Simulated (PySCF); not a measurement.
Vibration and rotation of GeBi

BLYP constants of GeBi, ²Π (doublet), unpaired electrons π ↑ (PySCF, scalar-relativistic core potentials, basis sets Ge def2-SVP, Bi def2-SVP with ECP60; masses 73.9212 and 208.9804 u):

| Quantity | Value |
| --- | --- |
| ωe | 230.6 cm⁻¹ |
| ωexe | 0.424 cm⁻¹ |
| Be | 0.046117 cm⁻¹ |
| αe | 0.000118 cm⁻¹ |
| D (centrifugal) | 7.38e-09 cm⁻¹ |
| De to Ge + Bi | 2.81 eV |

Task: Give the vibrational terms G(v) and spacings up to v = 6.

Result: G(v) = ωe(v+½) − ωexe(v+½)².

```csv
v,G(v) (cm⁻¹),G(v) − G(v−1),Bv (cm⁻¹)
0,115.2,,0.04606
1,344.9,229.8,0.04594
2,573.9,228.9,0.04582
3,801.9,228.1,0.04570
4,1029.1,227.2,0.04559
5,1255.5,226.4,0.04547
6,1481.0,225.5,0.04535
```

Task: How well does the Morse estimate ωe²/(4ωexe) reproduce De, and what is D0?

Result: It gives 3.89 eV, 138 % of the computed De. D0 = De − G(0) = 2.81 − 0.01 = 2.80 eV.

These are scalar-relativistic numbers at best; spin–orbit coupling would shift them, the dissociation energy most. The state was picked by a PBE0 search and need not be the measured ground state.
